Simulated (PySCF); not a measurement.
Ligand exchange on a metal centre used in film growth or etching (Zn CH3-SH). Isolated molecules, 0 K electronic values unless said otherwise. One relaxed conformer stands for each flexible species; it need not be the lowest.

Level of theory: PBE-D3(BJ)/def2-TZVP // TPSS-D3(BJ)/def2-SVP in PySCF. 

| species | HOMO–LUMO gap (eV) | HOMO (eV) |
|---|---|---|
| 0 of 2 CH3 replaced by SH | 5.49 | -6.03 |
| 1 of 2 CH3 replaced by SH ([Zn(CH3)(SH)]) | 4.78 | -5.90 |
| 2 of 2 CH3 replaced by SH ([Zn(SH)2]) | 4.40 | -6.30 |
